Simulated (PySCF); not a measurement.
# Computed NMR parameters against published values

Geometry:
| atom | x (Å) | y (Å) | z (Å) |
| --- | --- | --- | --- |
| O1 | 2.902 | -1.086 | -0.648 |
| C2 | 2.293 | -0.138 | -0.267 |
| Cl3 | 3.196 | 1.335 | 0.150 |
| C4 | 0.844 | -0.030 | -0.092 |
| C5 | 0.200 | 1.121 | 0.359 |
| C6 | -1.175 | 1.132 | 0.493 |
| C7 | -1.918 | 0.004 | 0.182 |
| C8 | -1.284 | -1.145 | -0.266 |
| C9 | 0.089 | -1.166 | -0.404 |
| H10 | 0.778 | 2.000 | 0.600 |
| H11 | -1.671 | 2.026 | 0.841 |
| H12 | -2.993 | 0.020 | 0.290 |
| H13 | -1.863 | -2.023 | -0.508 |
| H14 | 0.601 | -2.050 | -0.752 |

PySCF calculation with shieldings: GIAO PBE0/pcSseg-1 and GFN2-xTB geometry; relativity neglected, gas phase, one averaged value for each set of equivalent atoms, one computed conformer.

Reference values: measured (liquid, neat, 295 K; 17O NMR survey of organic solvents and oxofluorinated compounds, PMC5915748).
```json
{"atoms": "O1", "quantity": "δ 17O vs D2O (external)", "reference": "487.3", "computed": "–", "computed, scaled": "474.1"}
```

Reference values: estimated from measurements, as parent shift plus tabulated substituent increment (solution, not stated per compound (mostly CDCl3 or CCl4); Pretsch, Buehlmann, Badertscher, Structure Determination of Organic Compounds, 4th ed. (2009)).
| atoms | quantity | reference | computed | computed, scaled |
| --- | --- | --- | --- | --- |
| C7 | δ 13C | 135.1 | 141.9 | 136.1 |
| C5/C9 | δ 13C | 131.2 | 139.7 | 134.0 |
| C6/C8 | δ 13C | 128.8 | 134.2 | 128.6 |
| H10/H14 | δ 1H | 8.11 | 8.65 | 8.25 |
| H12 | δ 1H | 7.69 | 7.96 | 7.60 |
| H11/H13 | δ 1H | 7.49 | 7.82 | 7.47 |

Reference values: measured (solution, CH3CN, 313 K; J.-C. Zhuo, Molecules 4 (1999) 320).
```tsv
atoms	quantity	reference	computed	computed, scaled
O1	δ 17O vs H2O (external)	483.4	–	474.1
```

Computed shifts are σ(ref) − σ with the named reference compound (TMS for H and C) calculated as an isolated molecule at the same level. The measured values may be among those fitted. Empirical linear scaling, fitted to shifts measured mostly in CDCl3 for H and C (δ vs TMS): 13C: δ = 179.97 − 0.974σ -5.5 per attached Cl (rms 2.1 ppm, 958 shifts, 2.3 ppm with the 13 outliers that the fit left out); 1H: δ = 30.01 − 0.943σ (rms 0.17 ppm, 504 shifts, 0.18 ppm with the 4 outliers that the fit left out); 17O: δ = 266.70 − 0.911σ (rms 10.7 ppm, 155 shifts, 12.2 ppm with the 3 outliers that the fit left out vs liquid water, solution or neat liquid). A few per cent of atoms miss by over 2 rms, more outside the fitted compound classes.

Problem. How far are the unscaled 13C shifts from the references?

Solution. Mean signed difference +6.90 ppm, mean absolute 6.90 ppm over 3 comparisons; the largest is +8.5 ppm at C5/C9 (aromatic CH).

Problem. How far are the unscaled 1H shifts from the references?

Solution. Mean signed difference +0.38 ppm, mean absolute 0.38 ppm over 3 comparisons; the largest is +0.54 ppm at H10/H14 (hydrogen on an aromatic CH).
